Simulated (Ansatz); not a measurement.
```xyz
7

F    -1.465   -0.761   -1.849
B    -0.691   -0.359   -0.872
O    -0.167   -1.154    0.139
Si    0.534    0.278    0.674
O    -0.246    0.939   -0.660
H     0.026    0.755    1.976
H     2.008    0.302    0.592
```

Charge 0, multiplicity 1.

Q: List the B3LYP/def2-TZVPP orbital energies in eV (Ansatz). (An estimate is asked.)

A: Ansatz gave: Occupied: -1800.84, -672.23, -521.09, -521.09, -186.67, -145.23, -100.60, -100.55, -100.50, -33.62, -29.40, -27.00, -16.01, -14.67, -14.02, -13.69, -13.50, -11.95, -11.55, -11.32, -9.74, -9.71, -9.52. Lowest empty: -0.87, 0.02, 0.95, 1.14, 1.42, 2.89, 3.09, 3.35.

B3LYP here is the variant with VWN-RPA as its local correlation; programs differ in this.
